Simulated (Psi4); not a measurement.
Dimer: HCl (SMILES Cl) (first 2 atoms) with CH2O2 (SMILES O=CO); geometry from B3LYP-D3(BJ)/def2-TZVP.
(charge 0, multiplicity 1):
| atom | x (Å) | y (Å) | z (Å) |
|---|---|---|---|
| Cl | -0.2707 | 0.3275 | -0.0981 |
| H | 0.5869 | 0.0579 | 0.8584 |
| O | 1.1268 | -0.2060 | 2.5809 |
| C | 0.2364 | -0.0772 | 3.3870 |
| O | -1.0276 | 0.2241 | 3.1145 |
| H | 0.3788 | -0.1989 | 4.4664 |
| H | -1.1445 | 0.3308 | 2.1487 |

These are SAPT0/jun-cc-pV(D+d)Z (Psi4) values and carry that method's errors.

**Question.** Give the four SAPT terms and the total, and say what mostly holds the pair together.

**Answer.** electrostatics -15.18, exchange 19.96, induction -7.21, dispersion -3.86, total -6.29 kcal/mol; the largest attraction is electrostatics.
